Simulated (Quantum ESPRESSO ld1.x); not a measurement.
These are the eigenvalues of the occupied orbitals of an atom or ion with whole-number occupations (hartree). All-electron calculation, Dirac Kohn-Sham, BLYP, spin-unpolarised, spherical densities, point nucleus. Program: ld1.x of Quantum ESPRESSO 7.5.

1s1/2: -376.313
2s1/2: -46.7471
2p1/2: -41.4340
2p3/2: -40.4168
3s1/2: -5.80170
3p1/2: -4.08538
3p3/2: -3.95180
3d3/2: -1.07879
3d5/2: -1.06171
4s1/2: -0.64012
4p1/2: -0.36904

Which element is it, and in what charge state? The configuration may be excited. Open shells, if any, fill j = l - 1/2 first.

Answer. Z = 31, gallium, charge +1: Ga+ in [Ar] 3d10 4s1 4p1. The list shows which subshells hold electrons but not how many an open one holds; the 1s level, -376.31 hartree, gives Z - s = 27.4 by -(Z - s)^2/2, which with screening and relativity narrows Z to a few neighbours, and the depths of the outer levels then fix element, charge and occupations together.
